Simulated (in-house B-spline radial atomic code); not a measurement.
# Ionising Al with different functionals

Computed with an all-electron radial atomic-structure program (B-spline basis): non-relativistic Hamiltonian, point nucleus, spin-polarised at highest spin, spherical fractional occupations for the functionals, and exact exchange of hybrids averaged over the configuration. The ionisation energy is the difference of two self-consistent energies, [Ne] 3s2 3p1 → [Ne] 3s2, without Breit or QED terms; ε is the level of the shell that loses the electron (its least bound occupied spin orbital).

| method | rung | ΔSCF (eV) | -ε(3p) (eV) |
| --- | --- | --- | --- |
| PBE0 | global hybrid | 6.00 | 3.84 |
| B3LYP | global hybrid | 5.95 | 3.57 |
| TPSSh | global hybrid | ? | ? |
| M06-2X | global hybrid | 5.98 | 4.63 |
| BHandHLYP | global hybrid | 5.85 | 4.41 |
| r2SCAN0 | global hybrid | ? | ? |
| B97-1 | global hybrid | 5.87 | 3.56 |
| HSE06 | range-separated hybrid | 5.99 | 3.45 |
| wB97X | range-separated hybrid | 5.93 | 5.80 |
| CAM-B3LYP | range-separated hybrid | 5.97 | 4.84 |
| LC-wPBE | range-separated hybrid | 6.13 | 6.15 |

(1) What does TPSSh give?

(2) What does r2SCAN0 give?

(3) Among the functionals, which spreads more, the ΔSCF values or the orbital energies?

(4) How do they compare with the NIST value?

Answers

(1) ΔSCF 5.96 eV, and -ε(3p) = 3.34 eV.

(2) ΔSCF 5.97 eV, and -ε(3p) = 3.88 eV.

(3) The orbital energies: ΔSCF values span about 0.29 eV and the orbital energies 2.81 eV; here energy differences depend much less on the functional than eigenvalues do.

(4) NIST lists 5.986 eV (measured, ground level to ground level). Errors run from -0.14 to +0.15 eV; HSE06 is closest (+0.00 eV), but part of that can be cancellation, since the calculations leave out relativity, Breit-QED terms, multiplet and fine-structure energies.
